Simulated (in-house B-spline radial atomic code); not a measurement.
**Ionising Kr+ with different functionals**

Computed with a radial B-spline atomic code at the basis-set limit: four-component Dirac-Coulomb Hamiltonian, Fermi nucleus of rms radius 4.1884 fm, spin-restricted, spherical fractional occupations for the functionals, and exact exchange of hybrids averaged over the configuration. The ionisation energy is the difference of two self-consistent energies, [Ar] 3d10 4s2 4p5 → [Ar] 3d10 4s2 4p4, without Breit or QED terms; ε is the level of the shell that loses the electron (mean over j). The electron is taken from both j subshells in proportion to 2j + 1, so the result is a j average, not the step between ground levels.

```json
{"method": "B97-1", "rung": "global hybrid", "ΔSCF (eV)": "25.13", "-ε(4p) (eV)": "20.85"}
{"method": "BHandHLYP", "rung": "global hybrid", "ΔSCF (eV)": "25.04", "-ε(4p) (eV)": "22.61"}
{"method": "CAM-B3LYP", "rung": "range-separated hybrid", "ΔSCF (eV)": "25.19", "-ε(4p) (eV)": "22.63"}
{"method": "LC-wPBE", "rung": "range-separated hybrid", "ΔSCF (eV)": "25.25", "-ε(4p) (eV)": "24.13"}
```

Q: Among the functionals, which spreads more, the ΔSCF values or the orbital energies?

A: The orbital energies: ΔSCF values span about 0.21 eV and the orbital energies 3.28 eV; here energy differences depend much less on the functional than eigenvalues do.

Q: How do they compare with the NIST value?

A: NIST lists 24.360 eV (measured, ground level to ground level). Errors run from +0.68 to +0.89 eV. The correlated functionals all miss on the same side by more than they spread, so the cause is common to them (Breit-QED terms, spin polarisation, the choice among j levels, multiplet and fine-structure energies, or a listed next ion that isn't the cheapest removal here) and closeness doesn't rank the functionals.
